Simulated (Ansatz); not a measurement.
(OH)3Hf-NH-SiH3 (HfSiNO3H7). Total charge 0; singlet. Geometry PBE0-D4/def2-SVP, basis def2-TZVP, Ansatz.

| atom | x (Å) | y (Å) | z (Å) |
| --- | --- | --- | --- |
| Hf1 | 0.1837 | 0.7862 | 0.7993 |
| O2 | -1.6565 | 0.7859 | 1.3795 |
| O3 | 0.9111 | 2.5665 | 0.6287 |
| O4 | 1.2407 | -0.2985 | 1.9954 |
| N5 | 0.2734 | -0.0152 | -1.1025 |
| Si6 | -0.3697 | -1.5351 | -1.6326 |
| H7 | -2.5409 | 0.6840 | 1.7205 |
| H8 | 1.2014 | 3.4594 | 0.8001 |
| H9 | 1.7465 | -0.8917 | 2.5441 |
| H10 | 0.7521 | 0.5164 | -1.8295 |
| H11 | -1.4363 | -1.4048 | -2.6801 |
| H12 | -0.9775 | -2.1935 | -0.4322 |
| H13 | 0.6719 | -2.4595 | -2.1908 |

```csv
run,HOMO (eV),LUMO (eV)
A,-5.77,-0.83
B,-7.12,-0.10
C,-6.17,-0.79
D,-6.07,-0.33
E,-5.71,-0.74
```

In the def2 sets Hf takes a core potential; there is no spin–orbit coupling.

Q: The runs used B97M-V, PBE, PBE0, r2SCAN, revPBE. Estimate which is which.

A: A PBE (0 % exact exchange); B PBE0 (25 % exact exchange); C B97M-V (0 % exact exchange); D r2SCAN (0 % exact exchange); E revPBE (0 % exact exchange). Exact exchange lowers occupied and raises empty levels; among semilocal functionals meta-GGAs tend to open the gap a little, and such runs are hard to tell apart. The gap grows from 4.94 eV (PBE) to 7.02 eV (PBE0).
